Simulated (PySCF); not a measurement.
## Computed structure and properties of WO3(H2O)

System: WO3(H2O) (singlet); start: template (Cs). Method: PySCF 2.14.0, RKS PBE, W def2-SVP with ECP60, O def2-SVP, H def2-SVP; non-relativistic Hamiltonian with scalar-relativistic core potentials where named; density fitting; no spin-orbit coupling.

Input of the relaxation:

```python
mol = gto.M(atom='''
W      0.03184    -0.03184     0.03184
O      0.90344     0.83976     0.90344
O     -0.83976    -0.90344     0.90344
O      0.90344    -0.90344    -0.83976
O     -1.14596     1.14596    -1.14596
H     -1.48656     2.03106    -0.94216
H     -1.48656     0.94216    -2.03106''',
    basis={'W': 'def2-SVP', 'O': 'def2-SVP', 'H': 'def2-SVP'},
    ecp={'W': 'def2-SVP'},
    charge=0, spin=0)
mf = dft.RKS(mol, xc='PBE')
mf.grids.atom_grid = (50, 194)
mf = mf.density_fit()  # fitting sets: W def2-universal-JKFIT, O def2-universal-JKFIT, H def2-universal-JKFIT
mf.conv_tol = 1e-08; mf.max_cycle = 55
mf.kernel(dm0)  # dm0: converged density of the start geometry
# quasi-Newton relaxation in Cartesian coordinates to a largest gradient under 0.00045 Eh/bohr, steps kept in the point group
```

Run from Python with OMP_NUM_THREADS=2; the lines above give its settings. Where DIIS fails, smearing, a level shift and second-order steps follow.
It took 44 s on 2 threads of Arm Neoverse V2, with other jobs on the host, from the converged density of the start.

Course of the relaxation:

| step | energy above end (eV) | largest force component within the symmetry (eV/Å) |
| --- | --- | --- |
| 0 | 7.2150 | 14.302 |
| 1 | 0.4450 | 2.998 |
| 2 | 0.0782 | 0.888 |
| 3 | 0.0160 | 0.220 |
| 4 | 0.0056 | 0.118 |
| 5 | 0.0043 | 0.040 |
| 6 | 0.0035 | 0.070 |
| 7 | 0.0031 | 0.025 |
| 10 | 0.0017 | 0.079 |
| 11 | 0.0008 | 0.075 |
| 12 | 0.0002 | 0.041 |
| 13 | 0.0000 | 0.007 |
| 14 | 0.0000 | 0.025 |
| 15 | 0.0000 | 0.004 |
(The steps between are left out.)

Relaxed geometry (Cs):

```xyz
7

W     0.0752   -0.0201    0.0201
O     1.0758    0.9418    1.0810
O    -1.0133   -0.9857    0.9857
O     1.0758   -1.0810   -0.9418
O    -1.1112    1.2861   -1.2861
H    -1.6112    2.0485   -0.9306
H    -1.6112    0.9306   -2.0485
```

```tsv
contact	Å
W1–O2 (O)	1.747
W1–O3 (O)	1.746
W1–O4 (O)	1.747
W1–O5 (H2O)	2.195
```

On the finer grid (75, 302):

The HOMO is -6.25 eV. The LUMO is -3.06 eV. The dipole about the centre of mass is 9.61 D. The set of Mulliken populations of W1 outside the core potential is s 2.41, p 6.42, d 4.16, f 0.19 and the D3(BJ) dispersion energy (not in the energies) is -0.134 eV.

```
atom  Mulliken (e)  Löwdin (e)  spin (e)
  W1          0.82        0.14      0.00
  O2         -0.36       -0.18      0.00
  O3         -0.36       -0.18      0.00
  O4         -0.36       -0.18      0.00
  O5         -0.24        0.07      0.00
  H6          0.25        0.16      0.00
  H7          0.25        0.16      0.00
```

On the grid (50, 194), as all that follows. Harmonic modes: a minimum within the noise of the softest modes; lowest 57 cm⁻¹ (negative: unstable), highest 3754 cm⁻¹, zero-point energy 0.886 eV.

Rigid scan of O along the line from its metal:

distance to O2 (Å), energy (eV) and a bar:
```
     1.45      3.689 ##############
     1.55      1.352 #####
     1.65      0.280 #
     1.75      0.000 
     1.85      0.200 #
     1.95      0.680 ###
     2.15      2.007 ########
     2.45      4.080 ###############
     2.85      6.254 ########################
     3.35      7.945 ##############################
```

Taking off one H2O (charge 0, singlet; the rest: singlet) in vacuum, both parts rigid, costs 2.01 eV; the small basis without counterpoise inflates it.

Rigid scan of H2O along the line from its metal:

(distance to O5 (Å), energy (eV)): (1.90, 0.682), (2.00, 0.251), (2.10, 0.052), (2.20, 0.000), (2.30, 0.038), (2.40, 0.128), (2.60, 0.378), (2.90, 0.764), (3.30, 1.164), (3.80, 1.480)

One start shape was tried, so this needn't be the lowest isomer.
